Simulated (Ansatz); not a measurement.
The cluster Ca2O2⁺. Total charge 1; doublet. Geometry PBE0-D4/def2-TZVP, that of the neutral singlet; atoms count from 1.

```xyz
4

Ca    1.463    0.107    0.154
Ca   -1.462   -0.104   -0.162
O     0.143   -1.323   -0.435
O    -0.143    1.320    0.443
```

The structure comes from a short search, and lower isomers may exist.

Question: Estimate the Mulliken populations from the PBE0/def2-TZVP orbitals of Ansatz.

Answer: 
| atom | charge (e) | spin (α − β) |
| --- | --- | --- |
| Ca1 | 1.35 | -0.04 |
| Ca2 | 1.35 | -0.04 |
| O3 | -0.85 | 0.54 |
| O4 | -0.85 | 0.54 |
Mulliken values and Mayer orders depend strongly on the basis.

Question: Where does the spin sit?

Answer: Summed by element: Ca -0.08, O 1.08, of 1 unpaired in all. Largest on single atoms: O3 0.54, O4 0.54, Ca2 -0.04.

Question: And the Mayer bond orders between bonded heavy atoms (over 0.3)?

Answer: Ca1–O3 0.57 (2.03 Å); Ca1–O4 0.57 (2.03 Å); Ca2–O3 0.57 (2.03 Å); Ca2–O4 0.57 (2.03 Å). Values over 0.3 also appear between atoms too far apart for a bond (O3–O4 0.31 at 2.80 Å); they arise where an orbital or an unpaired electron spreads over both atoms.
